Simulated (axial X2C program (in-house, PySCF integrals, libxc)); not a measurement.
**Potential curves of SeO⁻, 2c**

All values were computed with an in-house all-electron X2C program for linear molecules (integrals from PySCF). Two-component (2c) means X2C with spin–orbit coupling and atomic mean-field two-electron Coulomb and Gaunt terms. Basis: Se dyall-acv3z [9s10p7d5f1g], O dyall-av3z [7s6p3d2f] (cores contracted in-house); Gaussian nuclei, density fitting, unrestricted open shells. Masses: Se 79.917 u, O 15.995 u.

State: Ω = 3/2 (⟨Sz⟩ = 0.50, ⟨Lz⟩ = 1.00 at M06). Energies in kJ/mol from the fragments at the same level (Se- + O). Fits are polynomials in 1 − R0/R over 0.85 to 1.23 times the lowest point R0.

| R (Å) | M06 | PBE0 |
| --- | --- | --- |
| 1.4955 | -280.43 | -264.81 |
| 1.5643 | -341.04 | -327.42 |
| 1.6159 | -366.00 | -353.88 |
| 1.6674 | -378.03 | -367.34 |
| 1.7190 | -380.33 | -370.98 |
| 1.7792 | -373.89 | -365.92 |
| 1.8393 | -360.46 | -353.62 |
| 1.9167 | -336.38 | -330.54 |
| 2.0112 | -301.14 | -295.79 |
| 2.1488 | -246.79 | -240.31 |

The state is one determinant whose occupation by symmetry is held fixed; it was picked as the lowest of a PBE0 search that is not exhaustive. De is counted from the lowest determinant-based energies of the atoms at the same level, without counterpoise correction. Density functionals use the spin component along the axis (collinear). In 2c an atomic determinant is not the ground J level, so De misses part of the atomic spin–orbit lowering. This holds for M06, PBE0. Without a current term, density functionals place determinants with orbital angular momentum somewhat too high. The highest occupied level of some functionals is positive through self-interaction error; at Hartree–Fock it is bound.

Q: Fit the M06 curve near its minimum: give the equilibrium distance, the harmonic wavenumber and the well depth.

A: At M06, 2c: Re = 1.707 Å, ωe ≈ 786 cm⁻¹, De = 3.94 eV to Se- + O; Be follows as 0.434 cm⁻¹.

Q: Fit the PBE0 curve near its minimum: give the equilibrium distance, the harmonic wavenumber and the well depth.

A: At PBE0, 2c: Re = 1.716 Å, ωe ≈ 774 cm⁻¹, De = 3.85 eV to Se- + O; Be follows as 0.43 cm⁻¹.
